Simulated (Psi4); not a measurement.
H$_{4}$Sn (SMILES [SnH4]), singlet, at a GFN2-xTB geometry (such geometries of metal compounds can be far from the true shape) (core potentials on Sn); PBE/def2-SVPD run with Psi4 1.11.

The Psi4 input:
```
memory 2 GB

molecule {
0 1
Sn    0.00000000   -0.00000000   -0.00000000
H    -1.09244291    1.12690418   -0.47060308
H     0.23178506   -1.07625557   -1.21357383
H    -0.56018288   -0.78368680    1.32545915
H     1.42084073    0.73303819    0.35871776
}

set {
  basis def2-svpd
}

energy('pbe')
print_variables()
```

**Question.** What does Psi4 print? Leave out banner, timings and long lists.

**Answer.** 
```
   => Loading Basis Set <=

    Name: DEF2-SVPD
    Role: ORBITAL
    Keyword: BASIS

    !!!  WARNING: ECP capability is in beta. Please check occupations closely.  !!!

         ---------------------------------------------------------
                                   SCF
               by Justin Turney, Rob Parrish, Andy Simmonett
                          and Daniel G. A. Smith
                              RKS Reference
         ---------------------------------------------------------

  ==> Geometry <==

    Molecular point group: cs
    Full point group: Td

    Geometry (in Angstrom), charge = 0, multiplicity = 1:

       Center              X                  Y                   Z               Mass
    ------------   -----------------  -----------------  -----------------  -----------------
         SN           0.000000000000    -0.000000000000     0.000000000000   119.902201630000
         H            0.104577872375     0.940213133706    -1.337861925689     1.007825032230
         H            1.225084296054    -1.088108576576     0.000000000000     1.007825032230
         H           -1.434240040804    -0.792317690836     0.000000000000     1.007825032230
         H            0.104577872375     0.940213133706     1.337861925689     1.007825032230

  Running in cs symmetry.

  Rotational constants: A =      2.33630  B =      2.33630  C =      2.33630 [cm^-1]
  Rotational constants: A =  70040.53875  B =  70040.53853  C =  70040.53848 [MHz]
  Nuclear repulsion =   29.606802118413249

  Charge       = 0
  Multiplicity = 1
  Electrons    = 26
  Nalpha       = 13
  Nbeta        = 13

  ==> Algorithm <==

  SCF Algorithm Type is DF.
  DIIS enabled.
  MOM disabled.
  Fractional occupation disabled.
  Guess Type is SAD.
  Energy threshold   = 1.00e-06
  Density threshold  = 1.00e-06
  Integral threshold = 1.00e-12

  ==> Primary Basis <==

  Basis Set: DEF2-SVPD
    Blend: DEF2-SVPD
    Number of shells: 28
    Number of basis functions: 64
    Number of Cartesian functions: 67
    Spherical Harmonics?: true
    Max angular momentum: 2

  Core potential: DEF2-SVPD
    Number of shells: 4
    Number of ECP primitives: 18
    Number of ECP core electrons: 28
    Max angular momentum: 3

  ==> DFT Potential <==

   => LibXC <=

    Version 7.1.2
    S. Lehtola, C. Steigemann, M. J. T. Oliveira, and M. A. L. Marques,  SoftwareX 7, 1–5 (2018) (10.1016/j.softx.2017.11.002)

   => Composite Functional: PBE <=

    PBE GGA Exchange-Correlation Functional

    J.P. Perdew et. al., Phys. Rev. Lett., 77(18), 3865-3868, 1996

    Deriv               =              1
    GGA                 =           TRUE
    Meta                =          FALSE

    Exchange Hybrid     =          FALSE
    MP2 Hybrid          =          FALSE

   => Exchange Functionals <=

    1.0000     XC_GGA_X_PBE

   => Correlation Functionals <=

    1.0000     XC_GGA_C_PBE

   => LibXC Density Thresholds  <==

    XC_GGA_C_PBE:  1.00E-12
    XC_GGA_X_PBE:  1.00E-15

   => Molecular Quadrature <=

    Radial Scheme          =       TREUTLER
    Pruning Scheme         =           NONE
    Nuclear Scheme         =       TREUTLER

    Blocking Scheme        =         OCTREE
    BS radius alpha        =              1
    Pruning alpha          =              1
    Radial Points          =             75
    Spherical Points       =            302
    Total Points           =         109719
    Total Blocks           =            888
    Max Points             =            256
    Max Functions          =             64
    Weights Tolerance      =       1.00E-15

   => Loading Basis Set <=

    Name: (DEF2-SVPD AUX)
    Role: JKFIT
    Keyword: DF_BASIS_SCF

  ==> Integral Setup <==

  SCF_SUBTYPE=INCORE selected. In-core MEM_DF algorithm will be used.
  Using in-core AOs.

  ==> MemDFJK: Density-Fitted J/K Matrices <==

    J tasked:                   Yes
    K tasked:                    No
    wK tasked:                   No
    Algorithm:                 Core
    Schwarz Cutoff:           1E-12
    Mask sparsity (%):       0.0000
    Fitting Condition:        1E-10

   => Auxiliary Basis Set <=

  Basis Set: (DEF2-SVPD AUX)
    Blend: DEF2-UNIVERSAL-JKFIT
    Number of shells: 70
    Number of basis functions: 290
    Number of Cartesian functions: 389
    Spherical Harmonics?: true
    Max angular momentum: 5

  Minimum eigenvalue in the overlap matrix is 1.2772824824E-03.
  Reciprocal condition number of the overlap matrix is 2.2200546896E-04.
    Using symmetric orthogonalization.

  ==> Pre-Iterations <==

  SCF Guess: Superposition of Atomic Densities via on-the-fly atomic UHF (no occupation information).

   -------------------------
    Irrep   Nso     Nmo
   -------------------------
     A'        42      42
     A"        22      22
   -------------------------
    Total      64      64
   -------------------------

  ==> Iterations <==

                           Total Energy        Delta E     RMS |[F,P]|

   @DF-RKS iter SAD:  -215.55871026991645   -2.15559e+02   0.00000e+00
   @DF-RKS iter   1:  -216.42549968735489   -8.66789e-01   1.14318e-02 DIIS/ADIIS
   @DF-RKS iter   2:  -216.44006451546429   -1.45648e-02   1.35465e-02 DIIS/ADIIS
   @DF-RKS iter   3:  -216.62899439072172   -1.88930e-01   5.06672e-04 DIIS/ADIIS
   @DF-RKS iter   4:  -216.62944597305369   -4.51582e-04   7.50920e-05 DIIS
   @DF-RKS iter   5:  -216.62945919777331   -1.32247e-05   6.82823e-06 DIIS
   @DF-RKS iter   6:  -216.62945927358297   -7.58097e-08   2.57221e-06 DIIS
   @DF-RKS iter   7:  -216.62945928899930   -1.54163e-08   3.70661e-07 DIIS
  Energy and wave function converged.

  ==> Post-Iterations <==

   Electrons on quadrature grid:
      Ntotal   =   25.9999877167 ; deviation = -1.228e-05

    Orbital Energies [Eh]
    ---------------------

    Doubly Occupied:

[...]
       9Ap    -0.294265

    Virtual:

[...]
    Final Occupation by Irrep:
             Ap   App
    DOCC [     9,    4 ]
    NA   [     9,    4 ]
    NB   [     9,    4 ]

  @DF-RKS Final Energy:  -216.62945928899930

   => Energetics <=

    Nuclear Repulsion Energy =             29.6068021184132490
    One-Electron Energy =                -437.3687891289807794
    Two-Electron Energy =                 210.6222164122198137
    DFT Exchange-Correlation Energy =     -19.4896886906515974
    Empirical Dispersion Energy =           0.0000000000000000
    VV10 Nonlocal Energy =                  0.0000000000000000
    Total Energy =                       -216.6294592889992998

Computation Completed

Properties will be evaluated at   0.000000,   0.000000,   0.000000 [a0]

Properties computed using the SCF density matrix

 Multipole Moments:

 ------------------------------------------------------------------------------------
     Multipole            Electronic (a.u.)      Nuclear  (a.u.)        Total (a.u.)
 ------------------------------------------------------------------------------------

 L = 1.  Multiply by 2.5417464519 to convert [e a0] to [Debye]
 Dipole X            :          0.0000017            0.0000000            0.0000017
 Dipole Y            :          0.0000025            0.0000000            0.0000025
 Dipole Z            :          0.0000000            0.0000000            0.0000000
 Magnitude           :                                                    0.0000030

 ------------------------------------------------------------------------------------

  Variable Map:
  ----------------------------------------------------------------------------
[...]
  Array Variable Map:
  ----------------------------------------------------------------------------
[...]
[...]
```
